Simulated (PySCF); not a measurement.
Ionisation of methylarsine

System: `C[AsH2]` (CH5As). Non-hydrogen atoms are numbered in `[CH3:1][AsH2:2]`.

Computed at ωB97X-D3(BJ)/ma-def2-TZVP // PBE0-D3(BJ)/def2-SVP with PySCF (density fitting, grid level 2). The prefix ma- adds one diffuse s and one diffuse p function on all atoms but H. Thermal corrections: PBE0-D3(BJ)/def2-SVP frequencies, unscaled, ideal gas at 298.15 K and 1 bar, quasi-RRHO entropy.

Frontier levels of the parent: HOMO -9.60 eV, LUMO 1.13 eV.

Oxidation to the radical cation:
| Property | Result |
| --- | --- |
| Vertical ionisation energy (electronic) | 9.72 eV |
| Adiabatic ionisation energy (with zero-point energy) | 8.98 eV |
| Adiabatic, electronic part | 9.00 eV |
| Vertical gap at the product's structure | 8.21 eV |
| Inner reorganisation energy (four-point) | 1513 meV |
| Relaxation of product / of parent | 725 / 788 meV |
| ⟨S²⟩ of the product | 0.752 |
| Largest spin populations | As2 0.91 |
| Largest changes of atomic charge | As2 0.57, H (on As2) 0.12, H (on As2) 0.12 |
| Distances that move most (Å) | C1–As2 1.973 → 1.908; As2–H 1.527 → 1.503; As2–H 1.527 → 1.503; C1–H 1.097 → 1.105 |

Adiabatic ionisation energy: the gap is larger than usual, and may come from another state, site, conformer or species, from an onset or band maximum that doesn't mark the energy named, from the functional or basis, or from an outlying measurement.

Measured values (NIST Chemistry WebBook, evaluated or the median of agreeing entries): vertical ionisation energy 9.50 eV (computed 9.72, difference 0.22); adiabatic ionisation energy 8.50 eV (computed 8.98, difference 0.48).

Note: spin-orbit coupling is left out of the energies, which matters for open shells on the heavier atoms; atoms from Ga to Kr are treated without relativity.
